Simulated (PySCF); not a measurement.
Argon: a sound run and one with changed settings

Sound run: Ar²⁺ [Ne] 3s2 3p4, Ar³⁺ [Ne] 3s2 3p3. Calculation: PySCF 2.14, in def2-SVP; the non-relativistic Hamiltonian (point nucleus). The sound run starts from symmetry-adapted Hartree-Fock orbitals and uses a fine grid where one is needed.

Changed run: 26 angular points. This setting is unsound on purpose.

```csv
species,method,sound run (hartree),changed run (hartree),converged
Ar²⁺,UHF,-525.10641,-525.10641,yes
Ar²⁺,M06-2X,-525.73869,-525.74122,yes
Ar²⁺,B3LYP,-525.76316,-525.76289,yes
Ar³⁺,UHF,-523.65706,-523.65706,yes
Ar³⁺,M06-2X,-524.24148,-524.24148,yes
Ar³⁺,B3LYP,-524.25851,-524.25851,yes
```

Ionisation energy of Ar²⁺:

| method | sound run (eV) | changed run (eV) |
| --- | --- | --- |
| UHF | 39.439 | 39.439 |
| M06-2X | 40.741 | 40.810 |
| B3LYP | 40.944 | 40.936 |

A coarse angular grid integrates products of high-l functions wrongly, so density functionals can shift, and the SCF can exploit the error; Hartree-Fock and MP2 need no grid.

For comparison, NIST gives 40.735 ± 0.012 eV between the lowest levels.
